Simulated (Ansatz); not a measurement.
Cost and result for the atomization energy of ClGeH$_{3}$O$_{3}$, SMILES `[OH][Ge]([OH])([OH])[Cl]` (8 atoms, 7 bonds).

Z-matrix (Å, degrees):
```
Ge
O 1 1.746
O 1 1.746 2 109.1
O 1 1.746 2 109.1 3 119.1
Cl 1 2.147 2 109.8 3 -120.5
H 2 0.961 1 113.1 3 173.5
H 3 0.961 1 113.1 2 -66.1
H 4 0.961 1 113.1 2 175.6
```

The species carries charge 0 and has multiplicity 1. Correlated methods include outer-core shells of Ge, which these sets cover unevenly. Scalar relativity is left out up to krypton. The structure was optimised at the PBE0-D4/def2-TZVP level. It is one conformer, not always the lowest. Program: Ansatz. Hardware: A = 2 threads of an AMD EPYC 7R13 on a shared host; B = 2 threads of an AMD EPYC 7R13 on a shared host and a share of an NVIDIA H100 80 GB. Times are those of one run each, without the atoms' runs, and a repeat can differ threefold. Electronic energies, without spin–orbit coupling; frozen cores. CCSD(T)/CBS adds CCSD(T) − MP2 in def2-TZVPP to the MP2 limit, and its time is that of the two runs behind it. T1 = 0.011. With those shells the extrapolation isn't a true limit. B3LYP takes the VWN-RPA correlation (the form of Gaussian; ORCA's B3LYP/G).

CCSD(T)/CBS is a level of theory with its own doubt, some kJ/mol a heavy atom from the limit and from the frozen cores, so smaller differences don't rank the functionals.

| level | functions | wall time |
| --- | --- | --- |
| MP2/def2-QZVPP [B] | 420 | 2.8 s |
| CCSD(T)/def2-TZVPP [B] | 225 | 2.8 s |
| PBE-D4/def2-TZVPP (with forces) [A] | 225 | 3.2 s |
| PBE0-D4/def2-TZVPP [A] | 225 | 4.1 s |
| CCSD(T)/CBS(def2) | – | 5.5 s |
| B3LYP-D4/def2-TZVPP (with forces) [A] | 225 | 6 s |
| r2SCAN-D4/def2-TZVPP (with forces) [A] | 225 | 6 s |
| B2PLYP/def2-TZVPP [A] | 225 | 7.5 s |
| ωB97X-V/def2-TZVPP [A] | 225 | 9.5 s |
| ωB97M-V/def2-TZVPP (with forces) [A] | 225 | 15 s |

**Question.** What atomization energy does each give, and how far from CCSD(T)/CBS? (Best estimate.)

**Answer.** Computed: 
```
                                 level  atomization (kJ/mol)  difference from CCSD(T)/CBS  per bond
                    MP2/def2-QZVPP [B]                2980.3                         77.0      11.0
                CCSD(T)/def2-TZVPP [B]                2814.8                        -88.5     -12.6
   PBE-D4/def2-TZVPP (with forces) [A]                2930.3                         27.0       3.8
                PBE0-D4/def2-TZVPP [A]                2835.2                        -68.1      -9.7
                     CCSD(T)/CBS(def2)                2903.3                          0.0       0.0
 B3LYP-D4/def2-TZVPP (with forces) [A]                2830.7                        -72.6     -10.4
r2SCAN-D4/def2-TZVPP (with forces) [A]                2886.5                        -16.8      -2.4
                 B2PLYP/def2-TZVPP [A]                2831.9                        -71.4     -10.2
                ωB97X-V/def2-TZVPP [A]                2883.4                        -19.9      -2.8
  ωB97M-V/def2-TZVPP (with forces) [A]                2873.4                        -29.9      -4.3
```

The D4 term adds +30.0 kJ/mol with B3LYP and +15.7 kJ/mol with PBE0; it sums over pairs of atoms, weighted by their polarisabilities, and B3LYP, whose exchange is more repulsive, gets the larger term. From PBE to PBE0 (25 % exact exchange), in def2-TZVPP and without D4, the atomization energy moves by −92.3 kJ/mol: exact exchange takes away binding that semilocal exchange gives to molecules. In def2-TZVPP, CCSD(T) changes the Hartree–Fock value by +918.0 kJ/mol (the triples alone add +62.5 kJ/mol) and MP2 by +1031.1 kJ/mol; breaking electron pairs costs correlation energy, which Hartree–Fock lacks.
